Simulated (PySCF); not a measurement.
## Working out the excitation energy of He

He 1s2 (1S) → He 1s1 2p1 (3P). All numbers are calculated (PySCF 2.14, no relativity, point nucleus, in aug-cc-pVQZ (5s4p3d2f, 46 functions)). Frozen: nothing. Energies in hartree (1 hartree = 27.21139 eV):

| part | He (lower) | He (upper) |
| --- | --- | --- |
| UHF | -2.861522 | -2.050115 |
| CCSD correlation | -0.041012 | -0.003820 |
| (T) | 0.000000 | 0.000000 |

**Question.** What does Hartree-Fock give?

**Answer.** (-2.050115) − (-2.861522) = 0.811407 hartree = 22.080 eV.

**Question.** What do CCSD and CCSD(T) give?

**Answer.** The CCSD correlation energies differ by 0.037192 hartree = 1.012 eV and the triples by 0.000000 hartree = 0.000 eV, so CCSD gives 23.092 eV and CCSD(T) 23.092 eV.

Measured between the centres of the two terms (NIST): 20.964 eV, so CCSD(T) (valence) is off by 2.128 eV.

What remains against the reference includes basis incompleteness and higher excitations.
